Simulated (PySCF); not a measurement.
# C₆H₇FN₂Si: full NMR table

- Formula: C6H7FN2Si
- SMILES: C[C@H](F)/C(C#N)=C(/[SiH3])C#N
- Point group of the computed structure: C1
- Degrees of unsaturation: 5
- Carbon signals: 6
- Proton signals: 3

Molfile (atoms numbered from 1):
```
C6H7FN2Si
     RDKit          3D

 17 16  0  0  0  0  0  0  0  0999 V2000
   -2.2987   -0.1425    0.9193 C   0  0  0  0  0  0  0  0  0  0  0  0
   -1.5299    0.0306   -0.3848 C   0  0  2  0  0  0  0  0  0  0  0  0
   -2.1008   -0.7748   -1.3536 F   0  0  0  0  0  0  0  0  0  0  0  0
   -0.0763   -0.3610   -0.2205 C   0  0  0  0  0  0  0  0  0  0  0  0
    0.1343   -1.7146    0.1227 C   0  0  0  0  0  0  0  0  0  0  0  0
    0.2657   -2.8149    0.4174 N   0  0  0  0  0  0  0  0  0  0  0  0
    0.9540    0.4960   -0.3620 C   0  0  0  0  0  0  0  0  0  0  0  0
    2.8015    0.0597   -0.1411 Si  0  0  0  0  0  4  0  0  0  0  0  0
    0.7157    1.8384   -0.6969 C   0  0  0  0  0  0  0  0  0  0  0  0
    0.5882    2.9469   -0.9682 N   0  0  0  0  0  0  0  0  0  0  0  0
   -2.2302   -1.1754    1.2561 H   0  0  0  0  0  0  0  0  0  0  0  0
   -3.3451    0.1052    0.7589 H   0  0  0  0  0  0  0  0  0  0  0  0
   -1.8880    0.5146    1.6815 H   0  0  0  0  0  0  0  0  0  0  0  0
   -1.6058    1.0592   -0.7622 H   0  0  0  0  0  0  0  0  0  0  0  0
    3.2366    0.7905    1.0489 H   0  0  0  0  0  0  0  0  0  0  0  0
    2.8998   -1.3839    0.0220 H   0  0  0  0  0  0  0  0  0  0  0  0
    3.4718    0.5381   -1.3476 H   0  0  0  0  0  0  0  0  0  0  0  0
  1  2  1  0
  2  3  1  0
  2  4  1  0
  4  5  1  0
  5  6  3  0
  4  7  2  0
  7  8  1  0
  7  9  1  0
  9 10  3  0
  1 11  1  0
  1 12  1  0
  1 13  1  0
  2 14  1  6
  8 15  1  0
  8 16  1  0
  8 17  1  0
M  END
```

[PySCF 2.14: structure optimised with GFN2-xTB; shielding tensors at PBE0/pcSseg-1 (GIAO); gas phase; a single conformation; relativity neglected; equivalent nuclei averaged]

Shifts are taken against calculated references (same method and geometry level): ¹H (σref 31.72) and ¹³C (σref 186.93) and ²⁹Si (σref 349.16) against TMS; CFCl3 for ¹⁹F (σref 170.95); NH3 for ¹⁵N (σref 267.73).

| carbon | δC, type | δH (multiplicity) | HMBC from (2–3 bonds) | span of the C tensor (ppm) |
| --- | --- | --- | --- | --- |
| C1 | 22.9, CH3 | 1.67 (m) | H14 | 39 |
| C2 | 93.4, CH | 6.05 (m) | H11/H12/H13 | 70 |
| C4 | 153.3, C | – | H14, H15/H16/H17, H11/H12/H13 | 240 |
| C5 | 121.1, C | – | H14 | 339 |
| C7 | 130.8, C | – | H14, H15/H16/H17 | 231 |
| C9 | 120.3, C | – | H15/H16/H17 | 350 |

Other nuclei:
```json
{"atoms": "H15/H16/H17", "nucleus": "¹H", "environment": "hydrogen on a silicon bonded to C", "δ (ppm)": "4.56", "σ (ppm)": "27.16"}
{"atoms": "F3", "nucleus": "¹⁹F", "environment": "fluorine on an sp3 carbon", "δ (ppm)": "-195.1", "σ (ppm)": "366.1"}
{"atoms": "Si8", "nucleus": "²⁹Si", "environment": "silicon bonded to C, 3 H", "δ (ppm)": "-65.2", "σ (ppm)": "414.4"}
{"atoms": "N10", "nucleus": "¹⁵N", "environment": "nitrile nitrogen", "δ (ppm)": "356.5", "σ (ppm)": "-88.8"}
{"atoms": "N6", "nucleus": "¹⁵N", "environment": "nitrile nitrogen", "δ (ppm)": "349.3", "σ (ppm)": "-81.6"}
```

Carbon types of the structure: 4 × C, 1 × CH, 1 × CH3, leaving 3 H on heteroatoms. δC 153.3, 130.8: fully substituted alkene carbon; as expected for a trigonal carbon in a double bond. δC 121.1, 120.3: nitrile carbon; typical of a nitrile. δC 93.4: allylic sp3 CH bonded to F; the inductive effect lowers its shielding. δC 22.9: methyl carbon; aliphatic region, no heteroatom directly attached. δH 6.05: hydrogen on an allylic sp3 CH bonded to F; its carbon carries F, which withdraws density.

Splittings by ¹⁹F in the carbon and heteronuclear signals aren't shown, as no couplings were computed. Shifts are as computed. Against solution values, carbons near 30 ppm lie about +3 ppm off and those near 130 ppm about +5 ppm. Of 1309 compounds with measured shifts, 239 miss one by over three times the rms of a fit or turn the order of signals round; such compounds aren't used in these exercises. Unscaled 19F shifts against computed CFCl3 carry errors that often reach 10 to 50 ppm. Experimental scales use liquid or dissolved standards, which lie at an offset from isolated NH3 (liquid NH3: subtract about 20 ppm). Unscaled 15N shifts of sp2 nitrogen come out 20 to 40 ppm too high even then. No couplings were computed; multiplicities are counted from neighbouring protons, with m where these are inequivalent, close in shift, in a saturated or five-membered ring or joined by F or P, and br s for small geminal =CH2 splittings.
